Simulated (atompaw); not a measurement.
## Varying the PAW (atompaw) potential for Ag

Base potential:

* Element: Ag
* Generator: atompaw 4.2.0.5
* Type: PAW
* Functional: PBEsol
* Relativity: scalar-relativistic
* Frozen core: [Kr]
* Valence charge: 11
* Reference configuration: 4d10 5s0 5p0 (charge +1)
* Partial waves: 5s (bound, empty): rc 2.75 bohr; 5s channel at -0.5 Ry: rc 2.75 bohr; 5p (bound, empty): rc 2.75 bohr; 5p channel at 1.75 Ry: rc 2.75 bohr; 4d (bound): rc 2.75 bohr; 4d channel at -0.1 Ry: rc 1.10 bohr
* Local potential: ultrasoft scheme with l = 3 at 0 Ry, radius 2.35 bohr
* Core correction: smooth core density matched at 1.55 bohr
* Augmentation charge: sinc compensation charge, radius 2.25 bohr; PAW radius 2.75 bohr; waves and projectors: custom polynom2 7 10 vanderbiltortho

Cutoffs, loose and tight: the cutoffs (Ry, on a coarse ladder) from which the occupation-weighted sum of valence levels, in a spherical-Bessel basis at the reference potential, stays within 10 and 1 mRy of its value at 400 Ry. They see the waves, projectors and local potential, not the compensation charge or the core. A dash means not determined.

A true bound ghost makes a file unfit for plane-wave use even where its test errors are small: the radial tests pick states by their node count and pass the ghost by.

| change | outcome | cutoff, loose | cutoff, tight | bound ghosts |
| --- | --- | --- | --- | --- |
| base | generated | 30 Ry | 60 Ry | none |
| local potential ultrasoft scheme with l = 3 at 0 Ry, radius 1.16 bohr | generated | 30 Ry | 60 Ry | s, p, d |
| local potential ultrasoft scheme with l = 3 at 0 Ry, radius 1.40 bohr | generated | 30 Ry | 70 Ry | s, p, d |
| local potential ultrasoft scheme with l = 3 at 0 Ry, radius 1.62 bohr | generated | 30 Ry | 60 Ry | s, d |
| local potential ultrasoft scheme with l = 3 at 0 Ry, radius 1.94 bohr | generated | 30 Ry | 60 Ry | s |
| local potential ultrasoft scheme with l = 3 at 0 Ry, radius 2.22 bohr | generated | 30 Ry | 60 Ry | none |
| local potential ultrasoft scheme with l = 3 at 0 Ry, radius 2.44 bohr | generated | 30 Ry | 60 Ry | none |
| local potential ultrasoft scheme with l = 3 at 0 Ry, radius 2.64 bohr | generated | 30 Ry | 60 Ry | none |

Reading the sweep of the r_vloc (base included, trends over the rows without a ghost): The loose cutoff stays near 30 Ry. Bound ghosts are found at 1.16, 1.4, 1.62, 1.94 bohr.
